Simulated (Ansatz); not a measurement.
The same path of CH7AsSeSi (11 atoms, charge 0, multiplicity 1) was run twice with different band settings. The coordinate that changes most is the dihedral C1–Si2–As3–H10.

The calculation used Ansatz, RKS PBE0-D4/def2-SVP.

Relaxed end points:

```xyz
11
Properties=species:S:1:pos:R:3
C -0.788 1.207 0.099
Si 0.130 -0.181 -0.770
As 2.075 -0.915 0.374
Se -1.221 -2.000 -1.134
H -0.137 2.089 0.205
H -1.682 1.492 -0.476
H -1.107 0.892 1.104
H 0.528 0.230 -2.151
H 1.264 -1.156 1.646
H 2.440 0.504 0.816
H -1.437 -2.221 0.306
```

```xyz
11
Properties=species:S:1:pos:R:3
C -1.027 1.212 0.155
Si 0.114 -0.111 -0.530
As 1.612 -0.813 1.170
Se -1.040 -1.949 -1.273
H -0.452 2.104 0.450
H -1.768 1.507 -0.604
H -1.567 0.841 1.040
H 0.810 0.371 -1.762
H 2.377 0.509 1.146
H 2.550 -1.457 0.157
H -1.544 -2.271 0.073
```

Common settings: movable images 9; climbing image yes; spring 5.0 eV/Å²; optimiser quadratic models (default); start path through a guess of the saddle point; force threshold 0.03 eV/Å; end points relaxed.

| run | iteration limit |
| --- | --- |
| 1 | 34 |
| 2 | 10 |

(1) What does each run give, and how far can it be trusted?

## Answers

(1) Run 1: converged after 8 iterations, highest image 0.065 eV above the first end. A vibrational analysis at the climbing image gives one clearly imaginary mode, 129i cm⁻¹: a first-order saddle point.
Run 2: converged after 8 iterations, highest image 0.065 eV above the first end. Another band between the same ends (9 images) ends at a top of the same energy, where a vibrational analysis finds 1 clearly imaginary mode.
